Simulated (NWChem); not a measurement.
WH3F3; SMILES [F][WH3]([F])[F]

Results from NWChem. The geometry was optimised at PBE-D3(BJ)/def2-SVP. def2 effective core potentials on W; no spin-orbit coupling. Level B3LYP/def2-SVP: energy and gradient on several grids; changes count from the extra-fine grid, which is no exact limit either.

| grid | size of the energy change (μHa) | largest change of a gradient component (μHa/bohr) |
|---|---|---|
| xcoarse | 2000 | 10000 |
| coarse | 50 | 900 |
| medium | < 10 | 90 |
| fine | < 10 | < 30 |
| xfine | < 10 | < 30 |
